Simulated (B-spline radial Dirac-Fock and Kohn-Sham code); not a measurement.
## Lβ1 (L2-M4) energies across the elements Cu to Nb

Calculated with a radial finite-basis atomic code, using ΔSCF Dirac-Fock with Breit, self-energy and vacuum polarisation, finite nucleus, configuration average. Free neutral atoms. Electron correlation is not included.

| Z | element | energy (eV) | wavelength (Å) |
| --- | --- | --- | --- |
| 29 | Cu | 951.2 | 13.034 |
| 30 | Zn | 1036.9 | 11.957 |
| 31 | Ga | 1126.8 | 11.003 |
| 32 | Ge | 1220.8 | 10.156 |
| 34 | Se | 1421.4 | 8.7225 |
| 35 | Br | 1528.0 | 8.1142 |
| 36 | Kr | 1638.8 | 7.5655 |
| 37 | Rb | 1754.1 | 7.0683 |
| 38 | Sr | 1873.8 | 6.6169 |
| 40 | Zr | 2126.1 | 5.8314 |
| 41 | Nb | 2258.9 | 5.4887 |

Question: How well does Moseley's law, √E linear in Z, describe these energies?

Answer: A straight-line fit gives √(E/eV) = 1.3903·(Z − 6.86). The slope squared is 0.1421 Ry, against 0.1389 Ry for a hydrogen-like ion. The residuals, fit less computed, are Cu -3.4, Zn -1.6, Ga -0.1, Ge +1.2, Se +2.7, Br +3.0, Kr +3.0, Rb +2.3, Sr +1.1, Zr -2.8, Nb -5.5 eV.
